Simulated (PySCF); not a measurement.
Choosing a molecule for a target property.

Species are written as SMILES; each is one conformer at its optimised geometry, gas phase, non-relativistic unless stated; the electronic structure was computed with PySCF and density fitting.

The conformers computed, where there is a choice (atom-mapped SMILES and torsion angles):
- `[CH3:1][Si@H:2]1[CH2:3][Si@H:4]([PH2:5])[CH2:6]1`: H–P5–Si4–C3 176°, H–P5–Si4–C3 82°
- `[CH3:1][S@:2](=[O:3])[c:4]1[cH:5][cH:6][cH:7][cH:8][cH:9]1`: C1–S2–C4–C5 -79°
- `[SH:1][Si:2]([Br:3])([Br:4])[Br:5]`: H–S1–Si2–Br3 58°
- `[CH3:1][Si@H:2]1[CH2:3][Si@@H:4]([PH2:5])[CH2:6]1`: H–P5–Si4–C3 180°, H–P5–Si4–C3 -85°

(1) Wanted: HOMO–LUMO gap above 9 eV (CAM-B3LYP/def2-SVPD) and vertical ionisation energy above 9.2 eV (ΔSCF CAM-B3LYP/def2-SVPD), at PBE0-D3(BJ)/def2-SVP geometries. Which candidate meets both?
A. `C[S@](=O)c1ccccc1`
B. `C[Si@H]1C[Si@@H](P)C1`
C. `S[Si](Br)(Br)Br`
D. `C[Si@H]1C[Si@H](P)C1`

Results:

(1) B. Computed values:
```
              species  HOMO–LUMO gap  vertical ionisation energy
    C[S@](=O)c1ccccc1        8.19 eV                     8.75 eV
      S[Si](Br)(Br)Br        8.73 eV                    10.20 eV
 C[Si@H]1C[Si@H](P)C1        9.50 eV                     9.13 eV
C[Si@H]1C[Si@@H](P)C1        9.61 eV                     9.26 eV
```
